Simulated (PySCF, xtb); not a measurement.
AlClH₅NO₂Si, SMILES [OH][Al]([OH])[NH][SiH2]Cl.

GFN2-xTB run with xtb at its own geometry gives an orbital gap of 3.76 eV and a dipole moment of 3.27 D.

The structure is a stationary point at PBE0-D3(BJ)/def2-SVP. The structure was generated by enumeration; whether it is a known compound was not checked. The values are those of a single conformer.

**Question.** What does r2SCAN/def2-TZVP (PySCF) give? (Estimate from the structure and the level; the computed values follow.)

**Answer.** gap 6.12 eV (levels -7.06 and -0.94 eV), dipole 1.49 D.
